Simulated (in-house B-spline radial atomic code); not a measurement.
## Binding energies in the indium ion In²⁺

NIST's tabulated ground configuration is [Kr] 4d10 5s1; each binding energy is the energy of the ion with one electron taken from that subshell, relaxed, less that of the parent. Level of theory: Dirac-Kohn-Sham PBE, spherical fractional occupations, Fermi nucleus of rms radius 4.6156 fm; calculated with a B-spline radial code for spherical atoms. Energies include first-order Breit, QED and recoil terms.

```
subshell  X-ray name  binding energy (eV)  -ε (eV)  relaxation (eV)
      1s           K              28003.1  27753.4           -328.9
      2s          L1               4218.2   4169.7            -57.5
   2p1/2          L2                 3953   3889.7            -71.8
   2p3/2          L3               3740.6   3678.9            -67.6
      3s          M1                824.3    805.9            -19.8
   3p1/2          M2                  712    692.9            -20.4
   3p3/2          M3                673.8    654.8            -19.7
   3d3/2          M4                476.4    455.0            -21.7
   3d5/2          M5                468.6    447.2            -21.5
      4s          N1                  147    137.6             -9.6
   4p1/2          N2                109.8    100.7             -9.3
   4p3/2          N3                103.1     94.1             -9.1
   4d3/2          N4                 45.1    37.05            -8.05
   4d5/2          N5                44.19    36.17            -7.99
      5s          O1                28.29    23.67            -4.65
```

Relaxation = -ε minus the binding energy without Breit, QED and recoil terms. With a density functional, K lines can miss by some tenths of a per cent, more in light atoms. For a density functional the relaxation so defined is negative, because -ε of a Kohn-Sham level is smaller than the binding energy.

Emission lines follow as differences of binding energies, with λ = 12398.42 eV·Å / E:

| line | holes | energy (eV) | wavelength (Å) |
| --- | --- | --- | --- |
| K-L3 | 1s → 2p3/2 | 24262.5 | 0.51101 |
| K-L2 | 1s → 2p1/2 | 24050.1 | 0.51552 |
| K-M3 | 1s → 3p3/2 | 27329.3 | 0.45367 |
| L3-M5 | 2p3/2 → 3d5/2 | 3272.0 | 3.7892 |
| L2-M4 | 2p1/2 → 3d3/2 | 3476.6 | 3.5662 |
| L1-M3 | 2s → 3p3/2 | 3544.4 | 3.498 |
| L3-M1 | 2p3/2 → 3s | 2916.3 | 4.2514 |
| L2-N4 | 2p1/2 → 4d3/2 | 3907.9 | 3.1727 |

What screening constant σ does Moseley's law, E = (3/4)·13.6057 eV·(Z - σ)², need for K-L3?

σ = 0.24.

Moseley's non-relativistic formula needs a falling, then negative, screening constant for heavy elements, because relativity binds the 1s electron more strongly than the formula allows.

What does it cost to remove both a 3s and a 4d5/2 electron?

887.87 eV, which is 19.41 eV more than the two single binding energies together.

What does it cost to remove both a 2p1/2 and a 3s electron?

4829.3 eV, which is 52.06 eV more than the two single binding energies together.

What does it cost to remove both a 3p3/2 and a 3d5/2 electron?

1184.6 eV, which is 42.27 eV more than the two single binding energies together.
